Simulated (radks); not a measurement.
Values are calculated unless marked as measured or tabulated.
These are the eigenvalues of the occupied orbitals of an atom or ion with whole-number occupations (eV). Level of theory: Dirac Kohn-Sham, PBEsol, spin-unpolarised, spherical densities, finite nucleus; Fermi nuclear charge, rms radius of each element as measured or else 0.836 A^(1/3) + 0.57 fm (a radial shooting solver on a logarithmic mesh with Libxc functionals).

1s1/2: -82967.18
2s1/2: -14693.89
2p1/2: -14103.98
2p3/2: -12157.47
3s1/2: -3486.371
3p1/2: -3219.385
3p3/2: -2788.289
3d3/2: -2344.030
3d5/2: -2251.619
4s1/2: -766.1009
4p1/2: -651.4558
4p3/2: -547.2667
4d3/2: -359.3576
4d5/2: -339.9297
5s1/2: -117.8604
4f5/2: -98.0310
4f7/2: -93.8371
5p1/2: -79.9547
5p3/2: -61.6141
5d3/2: -11.0237
5d5/2: -9.1838
6s1/2: -6.8728

Which element is it, and in what charge state? The configuration may be excited. Open shells, if any, fill j = l - 1/2 first.

Answer. Z = 80, mercury, charge 0: Hg in [Hg]. The list shows which subshells hold electrons but not how many an open one holds; the 1s level, -3049 hartree, gives Z - s = 78.1 by -(Z - s)^2/2, which with screening and relativity narrows Z to a few neighbours, and the depths of the outer levels then fix element, charge and occupations together.
